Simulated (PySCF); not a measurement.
A calculated (CAM-B3LYP, PySCF 2.14, aug-cc-pVQZ, the non-relativistic Hamiltonian (point nucleus)) atom or ion has these occupied shells.

| shell | electrons | orbital energy (eV) | rms radius, mean of both spins (bohr) |
| --- | --- | --- | --- |
| 1s α | 1 | -1278.4 | 0.152 |
| 1s β | 1 | -1278.3 | 0.152 |
| 2s α | 1 | -88.272 | 0.765 |
| 2s β | 1 | -88.055 | 0.765 |
| 2p α | 3 | -54.068 | 0.780 |
| 2p β | 3 | -53.889 | 0.780 |
| 3s α | 1 | -8.111 | 3.26 |
| 3p α | 1 | -4.005 | 4.37 |

Task: Name the element and its charge.

Result: Mg (magnesium, neutral), in [Ne] 3s1 3p1, high-spin 3P determinant (an excited configuration).
